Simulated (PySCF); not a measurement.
Several orderings of computed values.

Each SMILES stands for a single optimised conformer of the isolated species (atoms past krypton carry core potentials, spin–orbit coupling is left out). Electronic properties by PySCF.

Dipoles, sizes and rotational constants follow the conformer. The torsions of the flexible species, by atom-mapped SMILES:
- `[OH:1][B:2]([OH:3])[GeH2:4][SH:5]`: O1–B2–Ge4–S5 37°, H–O1–B2–O3 1°, H–O3–B2–O1 0°, H–S5–Ge4–B2 -33°
- `[F:1][C:2]([F:3])([F:4])[C:5]([F:6])([F:7])[GeH3:8]`: F1–C2–C5–F6 -179°
- `[CH3:1][CH2:2][O+:3]([CH2:4][CH3:5])[Al-:6]([Cl:7])([Cl:8])[Cl:9]`: C1–C2–O3–C4 90°, C2–O3–C4–C5 89°, C2–O3–Al6–Cl7 -18°
- `[O:1]=[C:2]([O-:3])[c:4]1[cH:5][cH:6][cH:7][c:8]([Br:9])[cH:10]1`: O1–C2–C4–C5 180°
- `[SH:1][C@:2]12[C@H:3]3[C@@H:4]4[C@@H:5]5[C@H:6]3[C@H:7]1[C@@H:8]5[C@H:9]24`: H–S1–C2–C3 63°
- `[CH2:1]=[CH:2][S:3][c:4]1[cH:5][cH:6][cH:7][cH:8][cH:9]1`: C1–C2–S3–C4 0°, C2–S3–C4–C5 92°
- `[NH2:1][C:2](=[O:3])[N:4]1[N:5]=[CH:6][c:7]2[cH:8][cH:9][cH:10][cH:11][c:12]2[B:13]1[OH:14]`: N1–C2–N4–N5 0°, H–N1–C2–O3 -179°, H–N1–C2–O3 -1°, H–O14–B13–C12 180°

The conformers of `O=S1(=O)[C@H]2CC[C@@H]1CC2` and `C=N[SiH]1SCCS1` aren't listed.

(1) Rank by lowest singlet excitation, highest first (TDDFT CAM-B3LYP/def2-SVPD at PBE0-D3(BJ)/def2-SVP geometries).
A. `CC[O+](CC)[Al-]([Cl])([Cl])[Cl]`
B. `FC(F)(F)[C](F)(F)[GeH3]`
C. `C=N[SiH]1SCCS1`
D. `O=S1(=O)[C@H]2CC[C@@H]1CC2`
E. `O[B](O)[GeH2][SH]`
F. `[H][Sn]([CH3])([CH3])[O]CC`

(2) Rank by smallest rotational constant, highest first (PBE0-D3(BJ)/def2-SVP).
A. `O[B](O)[GeH2][SH]`
B. `FC(F)(F)[C](F)(F)[GeH3]`
C. `S[C@]12[C@H]3[C@@H]4C5[C@H]3[C@H]1[C@@H]5[C@@H]42`
D. `O=C([O-])c1cccc(Br)c1`
E. `CC[O+](CC)[Al-]([Cl])([Cl])[Cl]`

(3) By how much do the two ends of that ranking differ?

(4) Rank by lowest triplet excitation (Tamm–Dancoff), lowest first (TDA CAM-B3LYP/def2-SVPD at PBE0-D3(BJ)/def2-SVP geometries).
A. `NC(=O)N1N=Cc2ccccc2B1O`
B. `O[B](O)[GeH2][SH]`
C. `C=N[SiH]1SCCS1`
D. `CC[O+](CC)[Al-]([Cl])([Cl])[Cl]`
E. `CC[O][SnH]([CH3])[CH3]`
F. `C=CSc1ccccc1`
G. `O=S1(=O)[C@H]2CC[C@@H]1CC2`

(5) Rank by electronic spatial extent ⟨r²⟩ about the centre of nuclear charge, highest first (CAM-B3LYP/def2-SVPD at PBE0-D3(BJ)/def2-SVP geometries).
A. `CC[O+](CC)[Al-]([Cl])([Cl])[Cl]`
B. `NC(=O)N1N=CC2=CC=CC=C2B1O`
C. `FC(F)(F)[C](F)(F)[GeH3]`
D. `C=CSc1ccccc1`
E. `O[B](O)[GeH2][SH]`

(6) Rank by HOMO–LUMO gap, lowest first (CAM-B3LYP/def2-SVPD at PBE0-D3(BJ)/def2-SVP geometries).
A. `FC(F)(F)[C](F)(F)[GeH3]`
B. `NC(=O)N1N=Cc2ccccc2B1O`
C. `C=N[SiH]1SCCS1`
D. `O[B](O)[GeH2][SH]`
E. `CC[O+](CC)[Al-]([Cl])([Cl])[Cl]`
F. `C=CSc1ccccc1`
G. `[H][Sn]([CH3])([CH3])[O]CC`
H. `O=S1(=O)[C@H]2CC[C@@H]1CC2`

(7) Give the two extremes of that set in kcal/mol.

(8) Rank by vertical ionisation energy, lowest first (ΔSCF CAM-B3LYP/def2-SVPD at PBE0-D3(BJ)/def2-SVP geometries).
A. `C=N[SiH]1SCCS1`
B. `O=S1(=O)[C@H]2CC[C@@H]1CC2`
C. `CC[O+](CC)[Al-]([Cl])([Cl])[Cl]`
D. `C=CSC1=CC=CC=C1`

Results:

(1) B (8.52 eV), A (7.63 eV), D (7.08 eV), F (6.24 eV), E (5.42 eV), C (4.07 eV).

(2) C (1.289 GHz), A (1.196 GHz), B (0.900 GHz), E (0.593 GHz), D (0.388 GHz).

(3) By 0.901 GHz, between `S[C@]12[C@H]3[C@@H]4C5[C@H]3[C@H]1[C@@H]5[C@@H]42` and `O=C([O-])c1cccc(Br)c1`.

(4) A (3.29 eV), C (3.48 eV), F (3.88 eV), B (5.03 eV), E (5.80 eV), G (6.81 eV), D (7.40 eV).

(5) B (2804 bohr²), A (2302 bohr²), D (1418 bohr²), C (1244 bohr²), E (937 bohr²).

(6) B (7.50 eV), F (7.78 eV), D (8.05 eV), C (8.26 eV), G (9.36 eV), H (10.05 eV), E (10.41 eV), A (11.50 eV).

(7) `NC(=O)N1N=Cc2ccccc2B1O`: 173 kcal/mol; `FC(F)(F)[C](F)(F)[GeH3]`: 265 kcal/mol.

(8) D (8.24 eV), A (9.06 eV), B (9.81 eV), C (10.70 eV).
